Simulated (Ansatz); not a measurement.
Start from `N[SiH](F)P` and change one atom or group to get `B[SiH](N)P`.

Ansatz, PBE0-D4/def2-TZVP geometries, multiplicity 1. Each molecule was computed in one conformer, which needn't be the lowest.

```
                                                                                  property  `N[SiH](F)P`
ideal-gas entropy at 298 K and 1 bar (rigid rotor, harmonic PBE0-D4/def2-TZVP) / J/(mol·K)           332
                                                      HOMO–LUMO gap (PBE0/def2-TZVPP) / eV          7.88
                                                     HOMO–LUMO gap (B3LYP/def2-TZVPP) / eV          7.39
                                                         LUMO energy (PBE/def2-TZVPP) / eV         -0.52
                                                       LUMO energy (B3LYP/def2-TZVPP) / eV          0.05
                                                       HOMO energy (B3LYP/def2-TZVPP) / eV         -7.34
```

(1) What does the change do to each property? (Best estimate.)

## Answers

(1) Computed: 
```
                                                                                  property  `B[SiH](N)P`  shift
ideal-gas entropy at 298 K and 1 bar (rigid rotor, harmonic PBE0-D4/def2-TZVP) / J/(mol·K)           341      9
                                                      HOMO–LUMO gap (PBE0/def2-TZVPP) / eV          6.03  -1.85
                                                     HOMO–LUMO gap (B3LYP/def2-TZVPP) / eV          5.64  -1.75
                                                         LUMO energy (PBE/def2-TZVPP) / eV         -1.50  -0.98
                                                       LUMO energy (B3LYP/def2-TZVPP) / eV         -0.78  -0.83
                                                       HOMO energy (B3LYP/def2-TZVPP) / eV         -6.41   0.93
```

With PBE0 the HOMO rises by 0.93 eV and the LUMO falls by 0.92 eV, so the gap narrows by about 1.85 eV. PBE moves the HOMO by 0.80 eV and ωB97M-V by 1.06 eV. The zero-point energy changes by 45.9 kJ/mol with +6 modes.

B3LYP here is the variant with VWN-RPA as its local correlation; programs differ in this.
